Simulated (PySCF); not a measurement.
# Radial density of Nb (niobium, neutral)

UHF, [Kr] 4d4 5s1, high-spin 6D determinant. All numbers are calculated (PySCF 2.14, scalar relativity by spin-free X2C-1e, in aug-cc-pVTZ-DK (9s8p6d3f2g, 102 functions)).

| r (bohr) | 4πr²ρ (e/bohr) | 4πr²(ρα − ρβ) |
| --- | --- | --- |
| 0.0320 | 49.69 | -0.0029 |
| 0.0539 | 43.46 | -0.0081 |
| 0.0906 | 59.48 | 0.0196 |
| 0.152 | 54.03 | 0.1639 |
| 0.256 | 40.39 | 0.3572 |
| 0.431 | 42.88 | 0.1284 |
| 0.726 | 12.32 | 0.2310 |
| 1.22 | 9.769 | 1.7422 |
| 2.05 | 3.230 | 1.8586 |
| 3.45 | 0.7892 | 0.7684 |
| 5.81 | 0.1144 | 0.1144 |
| 9.77 | 0.002320 | 0.0023 |

Densities and radii are taken from the X2C orbitals without a picture-change correction, which distorts them close to the nucleus.

(1) Where is the radial spin density 4πr²(ρα − ρβ) most negative, and why is it negative at all?

## Answers

(1) Around r = 0.0539 bohr, down to -0.0081 e/bohr: exchange with the open shell polarises the paired shells in an unrestricted calculation.
